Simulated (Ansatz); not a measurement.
## Ligand exchange: C2HF + Sn(CH3)(SH) → C2H2S + Sn(CH3)F

Species: C2HF (fluoroacetylene) `C#CF`, singlet; Sn(CH3)(SH), singlet; C2H2S (ethynethiol) `C#CS`, singlet; Sn(CH3)F, singlet. The partners trade F for SH: C–F and Sn–SH bonds give way to C–SH and Sn–F.

Shapes, held fixed at every level: PBE0-D4/def2-TZVP. Flexible molecules stand in one conformer, not always the lowest. Programs: Ansatz 0.2.0. The zero-point and thermal change to 298 K, harmonic and unscaled (PBE0-D4/def2-TZVP), is -3.2 kJ/mol.

Question: Estimate ΔH(298 K) of this reaction.

Answer: The highest level, CCSD(T)/def2-TZVPP, gives ΔH(298 K) = -92.0 kJ/mol; the levels span -96.7 to -70.7. The column of differences is taken from that level and isn't an error. No measured value is set beside it here. For atoms past krypton def2 sets carry core potentials with scalar relativity. Correlated rows may include outer-core shells of Sn, which these sets cover unevenly.

```csv
level,kind,ΔH(298 K) (kJ/mol),less CCSD(T)/def2-TZVPP
HF/def2-SVP,Hartree–Fock,-70.7,+21.3
HF/def2-TZVPP,Hartree–Fock,-91.6,+0.4
BHLYP-D4/def2-TZVPP,global hybrid,-90.9,+1.1
wB97M-V/def2-TZVPP,range-separated hybrid,-93.7,-1.7
wB97X-V/def2-TZVPP,range-separated hybrid,-96.7,-4.7
MP2/def2-SVP,perturbation theory,-81.5,+10.5
CCSD/def2-SVP,coupled cluster or CI,-76.4,+15.6
CCSD(T)/def2-TZVPP,coupled cluster or CI,-92.0,0.0
```
